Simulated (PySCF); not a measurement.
## Calculated data, CH$_{5}$BNO, CH$_{6}$BOSi

Computed with PySCF 2.14.0. Calculation on a computer-drawn molecule: the log of a Hartree-Fock and frozen-core CCSD(T) single point meant for a local Hartree-Fock minimum, with one planted fault or none, to be diagnosed. Offsets are logged minus clean, where the clean run is the same molecule without the fault. The reference is restricted for singlets and unrestricted otherwise, and also for a bond in bohr or an excited solution. Adding or removing an electron swaps singlet and doublet. The excited solution moves the top pair (singlet) or top alpha electron (doublet) to the lowest empty orbital. Highest occupied and lowest empty are orbital energies over both spins, largest force is the largest gradient component, triples share is (T) over the correlation energy, the T1 limit is 0.02 restricted and 0.045 unrestricted, electrons count all cores, a negative frequency is imaginary (commonest isotopes), and the dipole is about the centre of nuclear charge.

Common to all runs: meant charge 0; meant multiplicity 2; logged SCF converged yes; logged CC converged yes; logged SCF stable within its kind yes; possible faults no fault, one electron removed, one electron added, multiplicity raised by two, geometry at a saddle point, SCF held on an excited solution, minimal basis STO-3G, one bond length entered in bohr, all coordinates scaled.

(1) 
```xyz
9
formula=CH5BNO meant_basis=cc-pVDZ logged_electrons=31 logged_basis_functions=25 logged_spin_squared=0.7554 logged_highest_occupied=-6.8106 logged_lowest_empty=7.3955 logged_largest_force=0.031858 logged_T1_diagnostic=0.022266 logged_D1_diagnostic=0.10745 logged_triples_share=0.024505 logged_dipole_magnitude=2.2895 logged_energy_HF=-192.25119 logged_energy_CCSD(T)=-192.46767 planted_fault=minimal_basis_STO-3G HF_energy_offset_from_clean_run=1579 CCSD(T)_energy_offset_from_clean_run=1826
B     -2.8501    -1.4437     0.1652
O     -1.5175    -1.5574     0.0251
C     -0.6630    -0.4944    -0.1532
N     -0.7147     0.5038     0.8314
H     -3.3918    -0.3691     0.1322
H     -3.4734    -2.4562     0.3130
H      0.3335    -0.8349    -0.4074
H     -1.5881     1.0016     0.8322
H      0.0275     1.1678     0.7066
```

Units: logged_highest_occupied, logged_lowest_empty in eV; logged_largest_force in hartree/bohr; logged_dipole_magnitude in debye; logged_energy_HF, logged_energy_CCSD(T) in hartree; HF_energy_offset_from_clean_run, CCSD(T)_energy_offset_from_clean_run in kcal/mol.

Drawn bonds:
```
atom  other atom  order
   1           2      1
   2           3      1
   3           4      1
   1           5      1
   1           6      1
   3           7      1
   4           8      1
   4           9      1
```

(2) 
```xyz
10
formula=CH6BOSi meant_basis=cc-pV(D+d)Z logged_electrons=39 logged_basis_functions=95 logged_spin_squared=1.7128 logged_highest_occupied=-10.147 logged_lowest_empty=1.8356 logged_largest_force=0.01674 logged_T1_diagnostic=0.033081 logged_D1_diagnostic=0.15471 logged_triples_share=0.032717 logged_dipole_magnitude=1.0864 logged_energy_HF=-429.71593 logged_energy_CCSD(T)=-430.24251 planted_fault=one_bond_length_entered_in_bohr,row_2_of_the_drawn_bonds HF_energy_offset_from_clean_run=71.99 CCSD(T)_energy_offset_from_clean_run=89.07
B     -2.2638    -1.8600    -2.5959
O     -1.7122    -1.7896    -1.3650
C      0.2813    -0.2536    -0.7641
Si     0.9131    -0.2932     0.9862
H     -1.8310    -1.1847    -3.4915
H     -3.1828    -2.6129    -2.7381
H      0.6659     0.3514    -1.5801
H      1.3893    -1.6487     1.3460
H     -0.1510     0.0948     1.9403
H      2.0354     0.6684     1.0712
```

Units: logged_highest_occupied, logged_lowest_empty in eV; logged_largest_force in hartree/bohr; logged_dipole_magnitude in debye; logged_energy_HF, logged_energy_CCSD(T) in hartree; HF_energy_offset_from_clean_run, CCSD(T)_energy_offset_from_clean_run in kcal/mol.

Drawn bonds:
```
atom  other atom  order
   1           2      1
   2           3      1
   3           4      1
   1           5      1
   1           6      1
   3           7      1
   4           8      1
   4           9      1
   4          10      1
```

(3) 
```xyz
10
formula=CH6BOSi meant_basis=cc-pV(D+d)Z logged_electrons=40 logged_basis_functions=95 logged_spin_squared=0 logged_highest_occupied=-0.38841 logged_lowest_empty=8.0881 logged_largest_force=0.077005 logged_T1_diagnostic=0.027631 logged_D1_diagnostic=0.12723 logged_triples_share=0.031011 logged_dipole_magnitude=0.48062 logged_energy_HF=-429.78111 logged_energy_CCSD(T)=-430.3867 planted_fault=one_electron_added HF_energy_offset_from_clean_run=31.09 CCSD(T)_energy_offset_from_clean_run=-1.405
B     -2.2638    -1.8600    -2.5959
O     -1.7122    -1.7896    -1.3650
C     -0.6573    -0.9768    -1.0471
Si    -0.0254    -1.0164     0.7033
H     -1.8310    -1.1847    -3.4915
H     -3.1828    -2.6129    -2.7381
H     -0.2727    -0.3718    -1.8630
H      0.4507    -2.3719     1.0631
H     -1.0896    -0.6284     1.6573
H      1.0968    -0.0548     0.7883
```

Units: logged_highest_occupied, logged_lowest_empty in eV; logged_largest_force in hartree/bohr; logged_dipole_magnitude in debye; logged_energy_HF, logged_energy_CCSD(T) in hartree; HF_energy_offset_from_clean_run, CCSD(T)_energy_offset_from_clean_run in kcal/mol.

Drawn bonds:
```
atom  other atom  order
   1           2      1
   2           3      1
   3           4      1
   1           5      1
   1           6      1
   3           7      1
   4           8      1
   4           9      1
   4          10      1
```

Notes: T1 above single-reference limit.
